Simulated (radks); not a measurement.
The numbers below are computed, except where a source is named.
Initial-state core-level shifts of the gallium ion Ga2+ when its valence configuration changes from [Ar] 3d10 4s1. Code: a radial shooting solver on a logarithmic mesh with Libxc functionals. Model: scalar-relativistic Kohn-Sham, PBE, spin-polarised, spherical densities, finite nucleus; open shells are filled with parallel spins first; Fermi nuclear charge, rms radius 3.9973 fm. Shifts are changes of the shell-averaged eigenvalues in eV (positive: less bound); the change of the density at the nucleus, which sets a Mossbauer isomer shift, is in e/bohr^3, on a base of 2.855e+04.

| valence | 1s | 2s | 2p | 3s | density at nucleus |
|---|---|---|---|---|---|
| 3d9 4s1 4p1 | -11.176 | -12.195 | -12.100 | -10.543 | +6.692 |
| 3d9 4s2 | -9.735 | -10.797 | -10.707 | -9.095 | +25.419 |
| 3d10 4p1 | -1.695 | -1.614 | -1.614 | -1.692 | -17.241 |
| 3d8.5 4s1.5 4p1 | -16.478 | -18.094 | -17.953 | -15.350 | +20.628 |
| 3d8.5 4s1 4p1.5 | -17.079 | -18.687 | -18.542 | -15.963 | +10.502 |
| 3d10 4s0.5 4p0.5 | -0.853 | -0.813 | -0.813 | -0.852 | -8.547 |
| 3d8 4s1 4p2 | -23.183 | -25.432 | -25.233 | -21.464 | +14.609 |
| 3d9.5 4s1.5 | -4.734 | -5.243 | -5.199 | -4.462 | +12.068 |
| 3d9.5 4s1 4p0.5 | -5.481 | -5.963 | -5.917 | -5.217 | +3.192 |
